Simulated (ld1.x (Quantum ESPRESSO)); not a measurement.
Results of a calculation; reference values are marked as such.
Potentials for B compared

Generated with ld1.x 7.5 (TM, RRKJ, ultrasoft, PAW), atompaw 4.2 or ONCVPSP 4.0.1. The cutoff is in Ry: for ld1.x and atompaw files where the sum of valence levels is converged to 10 mRy in a Bessel basis, for ONCV files where the hardest occupied wave has 1 mHa per electron of residual kinetic energy. The error is the largest all-electron minus pseudo excitation energy over each file’s own four to seven test configurations (ionisations up to +4, promotions, holes and added fractions of an electron), all of which were solved. The labels leave out finer settings (local radius, basis sizes, second energies), which also bear on the numbers. Spin-polarised tests are not counted. The rows are a selection from randomly drawn settings: files with unsolved tests, undetermined cutoffs or missed reference levels are left out.

```csv
potential,cutoff (Ry),largest error (meV),bound ghosts
"TM, LDA (PZ), scalar-relativistic, rc 1.68/1.98 (sp), local p, core correction yes, reference 2s2 2p0.5",21,+85,none
"RRKJ, PW91, non-relativistic, rc 1.30/1.70 (sp), local s, core correction yes, reference 2s1 2p0",21,+148,none
"TM, PBEsol, scalar-relativistic, rc 1.05/2.25 (sp), local s, core correction no, reference 2s2 2p1",45,+125,none
"TM, LDA (PZ), scalar-relativistic, rc 1.50/2.15 (sp), local s, core correction yes, reference 2s1 2p2",21,+153,none
```

**Question.** Fill in the row for B: TM, PBE, scalar-relativistic, rc 1.05/2.95/2.85 (spd), local s, core correction no, reference 2s2 2p0.

**Answer.** cutoff 50 Ry, largest error +200 meV, bound ghosts: none.

**Question.** Fill in the row for B: RRKJ, PBE, scalar-relativistic, rc 1.20/2.25/2.45 (spd), local smoothed, core correction yes, reference 2s2 2p1.

**Answer.** cutoff 25 Ry, largest error +136 meV, bound ghosts: none.

**Question.** Fill in the row for B: RRKJ, PBE, non-relativistic, rc 1.15/2.75/3.00 (spd), local s, core correction no, reference 2s2 2p1.

**Answer.** cutoff 21 Ry, largest error +260 meV, bound ghosts: none.
